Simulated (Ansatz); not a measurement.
Ansatz (an electronic-structure program) input (B3LYP-D3(BJ)/def2-TZVP):

Ansatz 0.2 input:
```yaml
crystal:
  periodic: [false, false, false]
  atoms:
    - {symbol: Si, position_ang: [1.46289769, 0.45417617, 0.17227580]}
    - {symbol: O, position_ang: [-0.00310016, -0.50305140, -0.36603285]}
    - {symbol: C, position_ang: [-1.36864102, -0.16504766, -0.05834281]}
    - {symbol: H, position_ang: [2.41875784, -0.38706681, -0.52967659]}
    - {symbol: H, position_ang: [1.41607087, 0.35446806, 1.62468279]}
    - {symbol: H, position_ang: [1.10488036, 1.74002346, -0.40463934]}
    - {symbol: H, position_ang: [-1.42732229, 0.91431552, 0.05107492]}
    - {symbol: H, position_ang: [-1.68427519, -0.64078789, 0.86966555]}
    - {symbol: H, position_ang: [-2.01438256, -0.47812587, -0.87789758]}
    - {symbol: H, position_ang: [0.07184661, -1.45151877, -0.55482417]}
basis:
  gaussian:
    orbitals: def2-TZVP
hamiltonian:
  xc: b3lyp
  dispersion: d3bj
total_charge: 1
relax: {f_tol: 0.002, max_steps: 150}
```

End of the output:

```
mean field -11070.82044361 eV, -406.8451472312 hartree, gradient 1.3e-5 eV, S^2 0.000000; 0 other end points of the search recorded, 0 dependent functions left out
the calculation of the forces begins
reference -11070.82070499 eV, -406.8451568365 hartree; 17, 17 occupied and 124, 124 virtual orbitals, 900 factors
relax step   8: F+E_penalty+E_count = -11071.09492427 eV  Δ(F+E_penalty+E_count) = -5.359e-5 eV  max|allowed force component| = 1.026e-2 eV/Å  Δτ_max = 0.0217 Å  (29 SCF iters, accepted)
these checks for a lower state are left out or cut short: starts, cluster_reference, orbital_swaps, neighbouring_geometries, increment
integrals: 0.05 GiB planned
900 factors; their error is unknown
0.21 GiB of the device are held for the grids
0.60 GiB of device memory are held for the factors and their scratch space
mean field: 0.47 GiB planned
mean field -11070.82042273 eV, -406.8451464638 hartree, gradient 1.3e-5 eV, S^2 0.000000; 0 other end points of the search recorded, 0 dependent functions left out
the calculation of the forces begins
reference -11070.82068409 eV, -406.8451560687 hartree; 17, 17 occupied and 124, 124 virtual orbitals, 900 factors
relax step   9: F+E_penalty+E_count = -11071.09492939 eV  Δ(F+E_penalty+E_count) = -5.120e-6 eV  max|allowed force component| = 3.486e-3 eV/Å  Δτ_max = 0.0010 Å  (30 SCF iters, accepted)
these checks for a lower state are left out or cut short: starts, cluster_reference, orbital_swaps, neighbouring_geometries, increment
integrals: 0.05 GiB planned
900 factors; their error is unknown
0.21 GiB of the device are held for the grids
0.60 GiB of device memory are held for the factors and their scratch space
mean field: 0.47 GiB planned
mean field -11070.82041223 eV, -406.8451460779 hartree, gradient 1.3e-5 eV, S^2 0.000000; 0 other end points of the search recorded, 0 dependent functions left out
the calculation of the forces begins
reference -11070.82067358 eV, -406.8451556825 hartree; 17, 17 occupied and 124, 124 virtual orbitals, 900 factors
relax step  10: F+E_penalty+E_count = -11071.09493124 eV  Δ(F+E_penalty+E_count) = -1.854e-6 eV  max|allowed force component| = 5.179e-4 eV/Å  Δτ_max = 0.0014 Å  (30 SCF iters, accepted)
integrals: 0.05 GiB planned
900 factors; their error is unknown
0.21 GiB of the device are held for the grids
0.60 GiB of device memory are held for the factors and their scratch space
mean field: 0.47 GiB planned
mean field evaluation 96: about -11070.8204 eV, gradient 3.3e-2 eV
mean field -11070.82041223 eV, -406.8451460779 hartree, gradient 1.3e-5 eV, S^2 0.000000; 1 other end points of the search recorded, 0 dependent functions left out
the calculation of the forces begins
reference -11070.82067358 eV, -406.8451556825 hartree; 17, 17 occupied and 124, 124 virtual orbitals, 900 factors
Total energy: -11071.09519259 eV, -406.8552440700 hartree
Atom 0 at     1.434940     0.418360     0.158308 Å, force    -0.000518     0.000243     0.000120 eV/Å
Atom 1 at    -0.013653    -0.506228    -0.383232 Å, force     0.000063    -0.000248    -0.000165 eV/Å
Atom 2 at    -1.420047    -0.155449    -0.035970 Å, force    -0.000072     0.000361     0.000414 eV/Å
Atom 3 at     2.493430    -0.360788    -0.490954 Å, force    -0.000066    -0.000255    -0.000180 eV/Å
Atom 4 at     1.390269     0.338750     1.622488 Å, force     0.000405     0.000010     0.000326 eV/Å
Atom 5 at     1.157732     1.745891    -0.396434 Å, force     0.000102     0.000325     0.000026 eV/Å
Atom 6 at    -1.451659     0.928733     0.004696 Å, force     0.000111     0.000239    -0.000174 eV/Å
Atom 7 at    -1.657117    -0.605010     0.923632 Å, force    -0.000191    -0.000114    -0.000236 eV/Å
Atom 8 at    -2.045744    -0.529998    -0.839384 Å, force    -0.000094    -0.000286    -0.000014 eV/Å
Atom 9 at     0.088581    -1.436875    -0.636864 Å, force     0.000259    -0.000276    -0.000117 eV/Å
Dipole moment:    -0.216367    -0.287518    -0.056839 e Å
```

It need not be the lowest isomer of its formula.
